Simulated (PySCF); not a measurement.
## Orbital energies and ionisation energy

Species: BrFH3PSi.
Cartesian coordinates in Å at the PBE0-D3(BJ)/def2-SVP level; atoms count from 1:
```xyz
7
BrFH3PSi angstrom
F     -1.4966   -0.3078    1.4206
Si    -0.7250   -0.3189   -0.0044
P      1.4818   -0.2053    0.3984
Br    -1.5117    1.3834   -1.1905
H     -1.0787   -1.5725   -0.7168
H      1.7604    0.0011   -0.9887
H      1.4342    1.1911    0.6948
```

Level: PBE0/def2-SVPD (PySCF). Frontier orbitals with their largest atomic shares (Löwdin; up to four atoms above 4 %):

| orbital | ε (eV) | main atoms |
| --- | --- | --- |
| HOMO−3 | -9.88 | P3 30 %, Si2 20 %, Br4 17 %, F1 11 % |
| HOMO−2 | -9.22 | Br4 63 %, P3 16 %, Si2 12 % |
| HOMO−1 | -8.88 | Br4 76 %, Si2 10 %, P3 6 %, H5 4 % |
| HOMO | -7.97 | ? |
| LUMO | -0.69 | P3 30 %, Br4 30 %, Si2 24 %, H5 6 % |
| LUMO+1 | -0.41 | Si2 32 %, P3 25 %, Br4 10 %, H5 9 % |
| LUMO+2 | 0.28 | P3 28 %, Br4 22 %, Si2 21 %, H6 14 % |

**Question.** What vertical ionisation energy does ΔSCF give, and how far is −ε(HOMO) from it?

**Answer.** ΔSCF: 9.96 eV (961 kJ/mol; threshold wavelength 125 nm); ⟨S²⟩ of the doublet left behind is 0.761, against 0.75 for a pure doublet. −ε(HOMO) is 7.97 eV, 1.99 eV below it. In exact Kohn–Sham theory the two would be equal; PBE0 (global hybrid, 25 % exact exchange) falls short of its own ΔSCF value by 20 %. Holes in the HOMO−1 and HOMO−2 were tried too where these lie within 1.2 eV of the HOMO; the lowest converged state counts.

**Question.** On which atoms does the HOMO lie?

**Answer.** P3 (three-coordinate phosphorus) 52 %, Br4 (bromine bonded to Si) 29 %, Si2 (fluorine-bound silicon) 8 %, H6 (P–H hydrogen) 4 %. The HOMO−1 lies 0.91 eV lower.

**Question.** With α = 75.1 au, estimate the like-pair dispersion coefficient by London's formula C6 = (3/4)α²I.

**Answer.** I = 0.3660 Eh, so C6 ≈ 1550 au, a rough estimate.

**Question.** What total energies stand behind the ΔSCF value?

**Answer.** E(N) = -3305.53889 Eh and E(N − 1) = -3305.17292 Eh at the same geometry, 0.36597 Eh apart.

**Question.** How many of the 10 lowest singlet excitations (vertical TDDFT, same level) lie below the ionisation energy?

**Answer.** All 10; they run from 6.16 to 7.87 eV.

**Question.** What kinetic energy would electrons from this vertical process carry with He I light (21.218 eV)?

**Answer.** 21.22 − 9.96 = 11.26 eV.

One conformer (not necessarily the lowest) at the PBE0-D3(BJ)/def2-SVP geometry, without solvent, vibrations or thermal averaging. The calculation is non-relativistic, for bromine too.

These values come from a run that also computed excited states and ΔSCF ions. Time: 38 s. Hardware: one thread, Arm Neoverse V1, no GPU, on a shared host.
